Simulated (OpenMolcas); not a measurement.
Re4+ (d3) among equal point charges was computed by CASSCF with the d shell active (OpenMolcas, ANO-RCC-VDZP on the metal). Its lowest spin-free states, and all those of the highest spin:

```json
{"2S+1": "4", "Degeneracy": "2", "E (cm-1)": "0.0"}
{"2S+1": "4", "Degeneracy": "1", "E (cm-1)": "380.7"}
{"2S+1": "4", "Degeneracy": "2", "E (cm-1)": "7449"}
{"2S+1": "2", "Degeneracy": "2", "E (cm-1)": "10637"}
{"2S+1": "4", "Degeneracy": "2", "E (cm-1)": "10772"}
{"2S+1": "2", "Degeneracy": "2", "E (cm-1)": "12079"}
{"2S+1": "2", "Degeneracy": "2", "E (cm-1)": "13643"}
{"2S+1": "2", "Degeneracy": "2", "E (cm-1)": "13902"}
{"2S+1": "2", "Degeneracy": "2", "E (cm-1)": "15814"}
{"2S+1": "2", "Degeneracy": "2", "E (cm-1)": "17296"}
{"2S+1": "4", "Degeneracy": "2", "E (cm-1)": "17870"}
{"2S+1": "2", "Degeneracy": "1", "E (cm-1)": "18445"}
{"2S+1": "4", "Degeneracy": "1", "E (cm-1)": "33384"}
```

**Question.** Is the site octahedral, tetrahedral or cube-like, axial, or of lower symmetry?

**Answer.** The states with 2S+1 = 4 have orbital degeneracies 2, 1, 2, 2, 2, 1. There are pairs but no triples, so the site is axial: not cubic, but with a proper or improper axis of order three or more. The run had Re4+ among 2 point charges of -2.5 e arranged as a linear pair (D∞h), 2.4 Å from the ion.

Spin-orbit coupling mixes the spin-free states strongly: the lowest level takes only 46 % from its leading state, 4Π. Without dynamic correlation the repulsion within the d shell is too large (B by tens of per cent), so at a given field states of lower spin stand too high. Point charges carry no covalency, so the field is a model and not that of real ligands. No measured value stands beside these numbers.
